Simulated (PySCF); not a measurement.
arsine (AsH3), SMILES [AsH3]. Coordinates come from a B3LYP-D3(BJ)/def2-TZVPD optimisation.

PySCF with TDA-LC-ωPBE/def2-TZVPD puts the lowest singlet excitations at 7.20, 7.32, 7.32, 9.30, 9.53, 9.53 eV.

Q: What are the lowest excitation roots from ADC(2)/aug-cc-pVDZ (PySCF)? (Estimate from the structure and the level; the computed values follow.)

A: 6.66, 7.22, 7.22, 8.22, 8.22, 8.55 eV. S1 differs by -0.54 eV (second minus first; roots are paired by order, and the bases may differ).
